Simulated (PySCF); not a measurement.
Bonding in `C[Si@H]1[Si@@H](Cl)[Si@@H](CCl)[Si@@H]1Cl`

C2H9Cl3Si4.
Atom-mapped SMILES: `[CH3:1][Si@H:2]1[Si@@H:3]([Cl:4])[Si@@H:5]([CH2:6][Cl:7])[Si@@H:8]1[Cl:9]` (hydrogens: H10, H11, H12 on C1; H13 on Si2; H14 on Si3; H15 on Si5; H16, H17 on C6; H18 on Si8)

Structure used (GFN2-xTB), in Å, numbered top down from 1:
```xyz
18
C2H9Cl3Si4 angstrom
C      2.131   -1.236   -1.117
Si     1.705   -0.232    0.444
Si     0.551    1.810   -0.014
Cl     0.500    2.429   -1.959
Si    -1.474    0.868    0.824
C     -2.585    0.323   -0.653
Cl    -1.642   -0.782   -1.690
Si    -0.247   -1.027    1.569
Cl     0.029   -0.906    3.609
H      1.256   -1.332   -1.753
H      2.479   -2.238   -0.882
H      2.906   -0.747   -1.701
H      2.961   -0.130    1.211
H      1.001    3.015    0.696
H     -2.436    1.642    1.634
H     -3.480   -0.220   -0.360
H     -2.884    1.155   -1.285
H     -0.780   -2.386    1.416
```

Bond orders from the PBE0/pcSseg-1 density (PySCF). Geometry: GFN2-xTB, one conformer, isolated molecule.

Q: Where do the orders between heavy atoms depart from those drawn in the SMILES?

A: The largest departure is 0.191, at Si2–Si3 (drawn single, 0.809) and Si3–Si5 (drawn single, 0.813). Drawn single, order below 0.88: Si2–Si3 (0.809), Si3–Si5 (0.813), Si5–C6 (0.836), Si5–Si8 (0.838) and Si8–Si2 (0.834).

Q: Give the Mayer order of every bond between heavy atoms, beside its length.

A: 
```json
{"bond": "C1–Si2", "drawn as": "single", "length (Å)": "1.904", "Mayer order": "0.943"}
{"bond": "Si2–Si3", "drawn as": "single", "length (Å)": "2.390", "Mayer order": "0.809"}
{"bond": "Si3–Cl4", "drawn as": "single", "length (Å)": "2.041", "Mayer order": "0.964"}
{"bond": "Si3–Si5", "drawn as": "single", "length (Å)": "2.385", "Mayer order": "0.813"}
{"bond": "Si5–C6", "drawn as": "single", "length (Å)": "1.927", "Mayer order": "0.836"}
{"bond": "C6–Cl7", "drawn as": "single", "length (Å)": "1.784", "Mayer order": "0.933"}
{"bond": "Si5–Si8", "drawn as": "single", "length (Å)": "2.377", "Mayer order": "0.838"}
{"bond": "Si8–Cl9", "drawn as": "single", "length (Å)": "2.062", "Mayer order": "0.899"}
{"bond": "Si8–Si2", "drawn as": "single", "length (Å)": "2.389", "Mayer order": "0.834"}
```

By pair of heavy elements: C–Si: lowest Si5–C6 (0.836, 1.927 Å), highest C1–Si2 (0.943, 1.904 Å). Si–Si: lowest Si2–Si3 and Si3–Si5 (0.809, 2.390 Å), highest Si5–Si8 (0.838, 2.377 Å); in 1 of the 6 pairs the longer bond (by over 0.003 Å) has the higher order (by 0.02 or more). Cl–Si: lowest Si8–Cl9 (0.899, 2.062 Å), highest Si3–Cl4 (0.964, 2.041 Å). Bonds named together lie within 0.004.

Q: And the bonds to hydrogen?

A: C–H: 0.93 to 0.96 (5 bonds); H–Si: 0.91 to 0.94 (4 bonds).

Q: Sum the orders of all bonds at each heavy atom with more than one neighbour and set the sums beside the valence in the SMILES.

A: C1 3.801 (drawn 4), Si2 3.524 (drawn 4), Si3 3.497 (drawn 4), Si5 3.430 (drawn 4), C6 3.638 (drawn 4), Si8 3.505 (drawn 4). Orders between atoms that aren't bonded are not in these sums.

The Mayer order sums products of elements of PS (density times overlap matrix) between the two atoms' basis functions, so it depends on the basis set.
